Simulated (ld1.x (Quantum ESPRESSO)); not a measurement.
**What the settings do to the TM potential of promethium**

Base potential:

```
Element                 : Pm
Generator               : ld1.x (Quantum ESPRESSO) 7.5
Type                    : norm-conserving Troullier–Martins (Kleinman–Bylander form)
Functional              : PBE
Relativity              : scalar-relativistic
Frozen core             : [Kr] 4d10
Valence charge          : 15
Reference configuration : 4f5 5s2 5p6 5d0 6s2 6p0
Partial waves           : 5p (bound): rc 2.85 bohr; 5d (bound, empty): rc 3.65 bohr; 4f (bound): rc 1.40 bohr; 5s (bound): rc 1.95 bohr
Local potential         : the s channel
Core correction         : none
```

Occupied shells without a wave of their own: 6s. They enter only through the test configuration that unscreens the potential.

Cutoffs, loose and tight: the cutoffs (Ry, on a coarse ladder) from which the occupation-weighted sum of valence levels, in a spherical-Bessel basis at the reference potential, stays within 10 and 1 mRy of its value at 400 Ry. They do not see the model core or the augmentation charge, which bear on the density cutoff. Test errors are all-electron minus pseudo excitation energies from the reference, over the configurations 4f5 5s2 5p6 5d0 6s1 6p0; 4f5 5s2 5p6 5d0 6s0 6p0; 4f4 5s2 5p6 5d0 6s0 6p0; 4f6 5s2 5p6 5d0 6s0 6p0; 4f5 5s2 5p5 5d0 6s2 6p0; 4f4 5s2 5p6 5d1 6s1 6p0; 4f5 5s2 5p6 5d1 6s0 6p0. A dash means not determined; rows that change the core or the reference have their own tests. The largest error is taken over the tests solved by every variant that gives reliable tests at all: 4f4 5s2 5p6 5d1 6s1 6p0; 4f5 5s2 5p5 5d0 6s2 6p0; 4f5 5s2 5p6 5d0 6s0 6p0; 4f5 5s2 5p6 5d0 6s1 6p0; 4f5 5s2 5p6 5d1 6s0 6p0; 4f6 5s2 5p6 5d0 6s0 6p0.

```tsv
change	outcome	cutoff, loose	cutoff, tight	bound ghosts	largest test error (meV)
base	generated, misses its reference levels by 0.26 eV	180 Ry	300 Ry	none	-966
all radii scaled by about 1.40 (s 2.72, p 3.98, d 5.10, f 1.96 bohr)	failed: the pseudo-atom did not reach self-consistency	–	–	–	–
wave 5s (bound): rc 1.95 bohr becomes 5s (bound): rc 1.96 bohr	generated, misses its reference levels by 0.26 eV	180 Ry	300 Ry	none	-966
functional LDA (PZ)	generated, misses its reference levels by 0.27 eV	180 Ry	300 Ry	none	-1017
wave 4f (bound): rc 1.40 bohr becomes 4f (bound): rc 1.82 bohr	generated, misses its reference levels by 0.26 eV	120 Ry	180 Ry	none	-966
local potential the d channel	failed: run_pseudo: Errors in PS-KS equation	–	–	–	–
wave 5p (bound): rc 2.85 bohr becomes 5p (bound): rc 4.02 bohr	generated, misses its reference levels by 0.26 eV	180 Ry	300 Ry	none	-980
core [Xe], valence charge 7; reference 4f5 5d0.5 6s1.5 6p0; waves now 6p (bound): rc 4.20 bohr; 5d (bound): rc 4.10 bohr; 4f (bound): rc 0.90 bohr; 6s (bound): rc 2.75 bohr; core correction a·sin(br)/r model core, default radius (core density twice the valence density)	failed: run_pseudo: Errors in PS-KS equation	–	–	–	–
type RRKJ; rho0 0.005	generated, misses its reference levels by 0.26 eV	120 Ry	160 Ry	none	-967
```
